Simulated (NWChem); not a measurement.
System: C$_{2}$H$_{6}$O$_{2}$Si; SMILES [SiH2](O)CC=O

```xyz
11

O      0.3448     2.5639    -0.3610
C     -0.2162     1.7837     0.3799
C     -0.8160     0.4772    -0.0540
Si     0.4590    -0.9372     0.1082
O     -0.2443    -2.4275    -0.1396
H     -0.2818     1.9907     1.4724
H     -1.6792     0.2195     0.5725
H     -1.1276     0.5496    -1.1025
H      1.5615    -0.6737    -0.8553
H      0.9772    -0.9702     1.4958
H     -0.4871    -2.6524    -1.0481
```
Atoms are numbered in this order, from 1.

Results from NWChem. All runs use the structure optimised with B3LYP/6-31G* (spherical d).

What does the run give for LDA (Slater exchange, VWN5)/def2-SVP? Quantities: highest occupied level (eV); orbital gap (eV); dipole (D).


```
Property                     Result
---------------------------  ------
highest occupied level (eV)   -5.71
orbital gap (eV)               3.64
dipole (D)                     2.48
```
